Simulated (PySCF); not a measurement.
What does the PBE0-D3(BJ)/def2-SVP structure of `[SiH3]OC[SiH2]P` look like in three dimensions?

```
atom  x, y, z in Å
Si1   -2.426    0.646    0.280
O2    -0.900    0.207   -0.236
C3    -0.206   -0.903    0.296
Si4    1.575   -0.831   -0.359
P5     2.339    1.221    0.206
H6    -2.768    1.900   -0.443
H7    -2.426    0.874    1.759
H8    -3.423   -0.424   -0.034
H9    -0.690   -1.858    0.011
H10   -0.182   -0.877    1.404
H11    2.404   -1.869    0.330
H12    1.592   -1.096   -1.830
H13    3.520    1.126   -0.592
H14    1.580    1.867   -0.816
```

Orientation and origin are arbitrary. Atoms count from 1 in this order. O2 (silyl ether oxygen) is bent (angle 122.6°). Si1 (oxygen-bound silicon) is tetrahedral (angles from 106.4° to 110.9°). P5 (three-coordinate phosphorus) is pyramidal (angles 94.5°, 94.0° and 93.0°, sum 281.6°, 0.86 Å off the plane of its three neighbours). Si4 (SiH2 silicon) is distorted tetrahedral (angles from 105.4° to 113.7°).

Bonds between heavy atoms (Å): Si1–O2 1.669, O2–C3 1.413, C3–Si4 1.899, Si4–P5 2.261.

Computed with PBE0-D3(BJ)/def2-SVP geometry optimisation, gas phase (PySCF 2.14.0).

Point group: C1 (no symmetry element, even within 0.4 Å). No frequency check. The numbers are those of one conformer (Si1–O2–C3–Si4 -170°, O2–C3–Si4–P5 55°, C3–Si4–P5–H -169° and -75°).

Hardware: one thread, Arm Neoverse V1 (aarch64), shared host with 32 logical CPUs at a one-minute load of 28. This is the geometry optimisation.
